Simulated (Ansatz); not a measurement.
Stepwise reaction of `O[Si](O)(O)[O][AlH2]` with hydrogen, as a gas-phase model of exchange steps in deposition or etching. ΔE in kJ/mol.

Program: Ansatz. Geometries: PBE0-D4/def2-TZVP. ΔE: electronic, gas phase. CBS: MP2 limit from def2 TZ/QZ plus the TZ coupled-cluster correction, frozen cores. This one scheme is used for every species. DFT in def2-TZVPP. B3LYP here is the variant with VWN-RPA as its local correlation; programs differ in this. Each species was taken in one conformer, which may not be the lowest.

```tsv
step	reaction	PBE-D4	B3LYP-D4	ωB97M-V	CCSD(T)/CBS
1	`O[Si](O)(O)[O][AlH2]` + H₂ → `O[SiH](O)[O][AlH2]` + H₂O	92.8	100.2	101.4	98.2
2	`O[SiH](O)[O][AlH2]` + H₂ → `O[SiH2][O][AlH2]` + H₂O	95.6	101.5	103.0	100.1
3	`O[SiH2][O][AlH2]` + H₂ → `[AlH2][O][SiH3]` + H₂O	87.2	92.4	93.5	91.1
```

Question: By hand: ΔE of the 3 steps together at CCSD(T)/CBS.

Answer: (98.2) + (100.1) + (91.1) = 289.4 kJ/mol, or 96.5 kJ/mol a step.

In ΔE step 3 is the lowest and step 2 the highest. All are uphill at CCSD(T)/CBS. PBE-D4 differs from CCSD(T)/CBS by -5.4 to -3.9 kJ/mol a step. Isolated molecules leave out the surface, adducts and barriers. Largest T1 diagnostic: 0.012.
